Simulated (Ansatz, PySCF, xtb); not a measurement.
GeH4 (SMILES [GeH4]) and CH6Si (SMILES C[SiH3]) are pulled apart as rigid monomers along the line of their centres of mass, from the B3LYP-D3(BJ)/def2-TZVP minimum. Starting geometry (charge 0, multiplicity 1):
```xyz
13

Ge     0.1870    -0.1501     0.2054
H      0.7029    -1.1953     1.2046
H      0.8688    -0.3583    -1.1547
H      0.4969     1.2577     0.7319
H     -1.3327    -0.3117     0.0450
C     -1.2805     0.3308     3.9096
Si     0.4707    -0.0694     4.4523
H     -1.4430     1.4097     3.8847
H     -2.0057    -0.1043     4.5997
H     -1.4884    -0.0651     2.9145
H      1.4607     0.5862     3.5652
H      0.7077    -1.5328     4.4161
H      0.7007     0.4073     5.8383
```

Interaction energies with rigid monomers; basis-set methods are counterpoise corrected unless marked otherwise.

Rows in 3-21G, 6-31G* carry no dispersion term and start afresh at each structure (6-31G* with six Cartesian d functions); the Pople sets are all-electron and without relativity. MP2/6-31G* freezes PySCF's default core, which leaves 3d correlated.

Codes used: Ansatz (Gaussian orbitals); PySCF for 3-21G rows, 6-31G* rows, the dispersion terms; xtb for the GFN methods. Each number belongs to the level named beside it.

```tsv
Ge1···H10 (Å)	GFN2-xTB (kcal/mol)	B3LYP/3-21G (no counterpoise) (kcal/mol)	PBE0-D4/def2-TZVPPD (kcal/mol)	wB97M-V/def2-TZVPPD (kcal/mol)	MP2/6-31G* (kcal/mol)
2.91	-1.88	0.41	-0.88	-0.79	1.73
3.19	-2.25	-0.58	-1.35	-1.14	0.33
3.62	-1.70	-0.59	-1.13	-0.85	-0.19
4.35	-0.75	-0.13	___	-0.37	___
5.57	-0.19	0.01	-0.13	-0.10	-0.05
```

### Question
What belongs in the gaps?

### Answer

- 4.35, MP2/6-31G* (kcal/mol): -0.16
- 4.35, PBE0-D4/def2-TZVPPD (kcal/mol): -0.52

Ansatz is a quantum-chemistry and plane-wave program.
